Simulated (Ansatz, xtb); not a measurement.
## Relative energy of two structures of C5H8AlF

Structure X is a singlet given by its coordinates and structure Y is `CC#[C][Al]([F])[CH2]C`, a singlet. Both are isolated molecules in the gas phase, relaxed with B3LYP/def2-SVP; the shapes shown needn't be the lowest conformers.

X (Å):

```yaml
atoms:
  - { symbol: C, position_ang: [-2.9294, -0.4477, 1.5529] }
  - { symbol: C, position_ang: [-1.7097, -0.3611, 0.7506] }
  - { symbol: C, position_ang: [-0.7513, -0.2967, -0.0036] }
  - { symbol: C, position_ang: [0.5734, -0.2309, -0.6442] }
  - { symbol: C, position_ang: [1.6004, 0.0308, 0.5054] }
  - { symbol: Al, position_ang: [0.4871, -0.3975, 2.0944] }
  - { symbol: F, position_ang: [0.4295, -2.0029, 2.6011] }
  - { symbol: H, position_ang: [-2.9425, 0.3270, 2.3357] }
  - { symbol: H, position_ang: [-3.8178, -0.3135, 0.9160] }
  - { symbol: H, position_ang: [-3.0024, -1.4298, 2.0464] }
  - { symbol: H, position_ang: [0.5832, 0.5421, -1.4316] }
  - { symbol: H, position_ang: [0.7719, -1.1926, -1.1460] }
  - { symbol: H, position_ang: [2.5134, -0.5680, 0.3654] }
  - { symbol: H, position_ang: [1.9011, 1.0917, 0.5075] }
  - { symbol: H, position_ang: [-0.0306, 0.6450, 3.1696] }
```

Close contacts (Å): C1–C2 1.46, C2–C3 1.22, C3–C4 1.47, C3–Al6 2.44, C4–C5 1.56, C5–Al6 1.99, Al6–F7 1.68, C1–H8 1.10, C1–H9 1.10, C1–H10 1.10, C4–H11 1.10, C4–H12 1.10, C5–H13 1.10, C5–H14 1.10, Al6–H15 1.58.

Y (Å):

```csv
atom,x (Å),y (Å),z (Å)
C,-1.2881,-3.4253,-1.4589
C,-0.6732,-2.5129,-0.5042
C,-0.1536,-1.7485,0.2993
C,-0.0772,1.2476,1.9540
C,-1.3635,1.6869,1.2348
Al,0.6168,-0.5301,1.5343
F,2.0048,-1.0230,2.3265
H,-2.1988,-2.9899,-1.9023
H,-1.5689,-4.3749,-0.9737
H,-0.5931,-3.6644,-2.2810
H,-0.2143,1.2898,3.0519
H,0.7402,1.9682,1.7573
H,-1.6776,2.7017,1.5334
H,-1.2389,1.6953,0.1393
H,-2.2063,1.0098,1.4514
```

Quicker runs give these differences E(Y) − E(X): GFN2-xTB +43.5 kJ/mol; HF/STO-3G −107.5 kJ/mol (at GFN2-xTB geometries); r2SCAN-D4/def2-SVP −56.9 kJ/mol (at GFN2-xTB geometries).

Estimate E(Y) − E(X) at the level CCSD(T)/def2-SVP + ΔMP2/def2-TZVPP.

Calculated at CCSD(T)/def2-SVP + ΔMP2/def2-TZVPP: E(Y) − E(X) = −61.5 kJ/mol, so structure Y lies lower.

Level by level:

```json
{"level": "GFN2-xTB", "geometry": "GFN2-xTB", "E(Y) − E(X) (kJ/mol)": "+43.5", "departure from the last row (kJ/mol)": "+105.0", "job, with rough time for the two": "optimisation, 0.33 s"}
{"level": "HF/STO-3G", "geometry": "GFN2-xTB", "E(Y) − E(X) (kJ/mol)": "−107.5", "departure from the last row (kJ/mol)": "−46.0", "job, with rough time for the two": "single point, 0.36 s"}
{"level": "r2SCAN-D4/def2-SVP", "geometry": "GFN2-xTB", "E(Y) − E(X) (kJ/mol)": "−56.9", "departure from the last row (kJ/mol)": "+4.6", "job, with rough time for the two": "single point, 4.2 s"}
{"level": "B3LYP/def2-SVP", "geometry": "B3LYP/def2-SVP", "E(Y) − E(X) (kJ/mol)": "−62.3", "departure from the last row (kJ/mol)": "−0.9", "job, with rough time for the two": "optimisation, 89 s"}
{"level": "HF/def2-SVP", "geometry": "B3LYP/def2-SVP", "E(Y) − E(X) (kJ/mol)": "−75.1", "departure from the last row (kJ/mol)": "−13.7", "job, with rough time for the two": "part of the CCSD(T) run"}
{"level": "MP2/def2-SVP", "geometry": "B3LYP/def2-SVP", "E(Y) − E(X) (kJ/mol)": "−58.2", "departure from the last row (kJ/mol)": "+3.3", "job, with rough time for the two": "part of the CCSD(T) run"}
{"level": "CCSD(T)/def2-SVP", "geometry": "B3LYP/def2-SVP", "E(Y) − E(X) (kJ/mol)": "−58.5", "departure from the last row (kJ/mol)": "+3.0", "job, with rough time for the two": "single point"}
{"level": "CCSD(T)/def2-SVP + ΔMP2/def2-TZVPP", "geometry": "B3LYP/def2-SVP", "E(Y) − E(X) (kJ/mol)": "−61.5", "departure from the last row (kJ/mol)": "", "job, with rough time for the two": "single point, 74 s"}
```

GFN2-xTB puts the two in the other order. The largest departure from CCSD(T)/def2-SVP + ΔMP2/def2-TZVPP is that of GFN2-xTB, 105.0 kJ/mol. A small imaginary or near-zero mode remains, so no thermal terms are given. The last row adds to CCSD(T) the change of the MP2 difference between the two basis sets, here −3.0 kJ/mol.

The correlated steps freeze 11 core orbitals. Programs: Ansatz 0.2.0, xtb 6.7.1; the last row on 4 threads of Arm Neoverse V1 on a shared host.
